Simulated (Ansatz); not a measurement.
Consider the formal hydrolysis of the Al–B bond: `B[O][AlH][BH2]` + H₂O → `B[O][AlH][OH]` + BH₃.

Gas-phase electronic energies from Ansatz, PBE0-D4/def2-TZVP geometries. CCSD(T)/CBS adds triple-zeta CCSD(T) − MP2 to the extrapolated MP2 energy (def2 sets, frozen cores). This one scheme is used for every species. Functionals use def2-TZVPP. Each species was taken in one conformer, which may not be the lowest.

```json
{"level": "r2SCANh-D4", "ΔE (kJ/mol)": "-169.7"}
{"level": "BHLYP-D4", "ΔE (kJ/mol)": "-176.1"}
{"level": "MP2/CBS(def2)", "ΔE (kJ/mol)": "-176.9"}
{"level": "CCSD/CBS(def2)", "ΔE (kJ/mol)": "-167.0"}
```

(1) What does CCSD(T)/CBS give? (Estimate.)

Largest T1 diagnostic among the species: 0.014.

Results:

(1) Ansatz gave: -166.0 kJ/mol. The listed levels differ from it by -3.7, -10.1, -10.9, -1.0 kJ/mol.

From BLYP to BHLYP (50 % exact exchange), in def2-TZVPP and without D4, ΔE moves by −8.9 kJ/mol. At CCSD(T), def2-SVP lies −3.7 kJ/mol from the extrapolated value and def2-TZVPP −2.3 kJ/mol. Leaving LDA and LC-ωPBE aside and taking each functional with its dispersion term where it has one, the values, not all of them listed here, spread over 25.1 kJ/mol, from BHLYP-D4 to revPBE-D4.
